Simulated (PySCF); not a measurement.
PySCF job for ethyl(prop-1-ynyl)silane (C5H10Si), SMILES CC#C[SiH2]CC, TPSSh-D3(BJ)/def2-SVP. 

```python
import numpy as np
from pyscf import gto, scf, dft
import os
os.environ['JAX_PLATFORMS'] = 'cpu'
from ase import Atoms, units
from ase.calculators.calculator import Calculator, all_changes
from sella import Sella

mol = gto.M(
    atom='''
    C     3.25276228   -0.70756020   -0.64150340
    C     1.98534320   -0.17449092   -0.19320131
    C     0.93258797    0.27712199    0.18209640
    Si   -0.69360377    0.94949365    0.73791205
    C    -2.05051432    0.23729075   -0.39485104
    C    -2.13418869   -1.28347463   -0.33692454
    H     3.74100392    0.00421115   -1.30727294
    H     3.90223172   -0.89408914    0.21381865
    H     3.09681715   -1.64365028   -1.17808794
    H    -0.67226382    2.41451004    0.62630785
    H    -0.92824965    0.53601158    2.12866985
    H    -1.86550689    0.54309864   -1.42671458
    H    -3.01928746    0.65888961   -0.11838517
    H    -2.36020950   -1.61828463    0.67375926
    H    -2.91303782   -1.65881094   -1.00036073
    H    -1.18698731   -1.72811886   -0.63619952
    ''',
    basis='def2-SVP',
    charge=0,
    spin=0,
    max_memory=1600,
    verbose=3,
)
mf = dft.RKS(mol, xc='tpssh').density_fit(auxbasis='def2-universal-jkfit')
mf.disp = 'd3bj'
mf.grids.level = 4
mf.conv_tol = 1e-9
mf.max_cycle = 100
mf.kernel()
grad = mf.nuc_grad_method()
grad.grid_response = mol.nao <= 150
scan = grad.as_scanner()
scan.verbose = scan.base.verbose = 0
class SCF(Calculator):
    implemented_properties = ['energy', 'forces']
    def calculate(self, atoms=None, properties=None, system_changes=all_changes):
        super().calculate(atoms, properties, system_changes)
        e, g = scan(mol.set_geom_(self.atoms.positions, unit='Angstrom', inplace=False))
        assert scan.converged
        self.results = {'energy': float(e) * units.Hartree, 'forces': -np.asarray(g) * units.Hartree / units.Bohr}
atoms = Atoms(mol.elements, mol.atom_coords(unit='Angstrom'), calculator=SCF())
conv = Sella(atoms, order=0, internal=True, allow_fragments=True).run(fmax=0.002, steps=150)
mol_eq = mol.set_geom_(atoms.positions, unit='Angstrom', inplace=False)
print(mol_eq.tostring(format='xyz'))
mf.reset(mol_eq)
mf.verbose = 3
mf.kernel()
```

It prints:

```
converged SCF energy = -485.822639304994
     Step          Energy         fmax         cmax       rtrust          rho
Sella   0   -13219.907378       2.0883       0.0000       0.1000       1.0000
Sella   1   -13219.970510       2.0883       0.0000       0.1000       1.0824
Sella   2   -13219.975618       0.4890       0.0000       0.1000       1.4408
Sella   3   -13219.978213       0.2451       0.0000       0.1000       1.2043
Sella   4   -13219.978738       0.0823       0.0000       0.1000       1.3953
Sella   5   -13219.978980       0.0374       0.0000       0.1000       1.2279
Sella   6   -13219.979031       0.0262       0.0000       0.1000       1.3445
Sella   7   -13219.979050       0.0192       0.0000       0.1000       1.2734
Sella   8   -13219.979056       0.0120       0.0000       0.1000       1.3357
Sella   9   -13219.979058       0.0051       0.0000       0.1000       1.4321
Sella  10   -13219.979061       0.0043       0.0000       0.1000       1.4329
Sella  11   -13219.979063       0.0045       0.0000       0.1000       1.2979
Sella  12   -13219.979063       0.0039       0.0000       0.1000       1.3453
16
XYZ from PySCF
C           3.27543373       -0.71679490       -0.63271646
C           1.99808861       -0.17147988       -0.19196749
C           0.92934301        0.29085070        0.18277917
Si         -0.69950949        0.94818847        0.70855855
C          -2.07266210        0.23147556       -0.37623691
C          -2.15248080       -1.30143219       -0.35875875
H           3.78463963       -0.02177849       -1.31989712
H           3.94339113       -0.89695078        0.22515085
H           3.13481117       -1.67406001       -1.16036267
H          -0.68579577        2.43475084        0.60754120
H          -0.92809025        0.57910568        2.13499324
H          -1.91066222        0.59554251       -1.40655488
H          -3.02917832        0.67369387       -0.04256671
H          -2.34995471       -1.68182670        0.65685244
H          -2.95769702       -1.67059897       -1.01451796
H          -1.20679864       -1.75122422       -0.70142691
converged SCF energy = -485.825273706993
```

Self-consistency was reached.
